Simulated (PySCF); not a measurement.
C₃H₇Cl₃Si, SMILES CC(C)[Si](Cl)(Cl)Cl at its PBE0/def2-SVP optimised geometry (Å):

```
14

C      0.1206    -0.5664    -2.7922
C     -0.4118    -1.1647    -1.4894
C     -1.9390    -1.2389    -1.4596
Si     0.2536    -0.2489     0.0000
Cl     2.3113    -0.2489     0.0000
Cl    -0.3798    -1.1323     1.7470
Cl    -0.3890     1.7069     0.0000
H     -0.2324    -1.1543    -3.6546
H      1.2204    -0.5533    -2.8208
H     -0.2332     0.4681    -2.9281
H     -0.0022    -2.1862    -1.3716
H     -2.3873    -0.2353    -1.5341
H     -2.3113    -1.7069    -0.5359
H     -2.3091    -1.8321    -2.3111
```

Calculation: PBE0/def2-TZVP in PySCF.

Map of the electrostatic potential (hartree/e), clipped to [-0.08, 0.12] on the plane z = 1.2 Å:

```
|                             |
|                             |
|                             |
|                             |
|                             |
|            ..               |
|           .::.              |
|          .:-=-.             |
|          .-**+:.            |
|          .-*#+-..           |
|          .-+*+=-:.          |
|          .:=+**+=:..        |
|          .-+#@@@#=::..      |
|         .:=#@@@@@*===-:.    |
|.        .-#@@@@@@#+**+-..   |
|..      .:+@@@@@@@#**#*=:.   |
|....    .-@@@@@@@@*=++=-.    |
|.....   .=@@@@@@@%+-:::.     |
|....... .=@@@@@@@*-:..       |
|.........:@@@@@@%-:.         |
|..........=@@@@@=:.          |
|...........-+*+-..           |
|........   .....             |
|.........                    |
|.........                    |
|..........                   |
|...........                  |
|................             |
|...................          |
```
Scale: ten equal steps from -0.014 (start of ' ') to 0.120 (end of '@'), in the order ' .:-=+*#%@'; x runs from -4.50 to 4.50, y from -4.50 (bottom) to 4.50 (top).
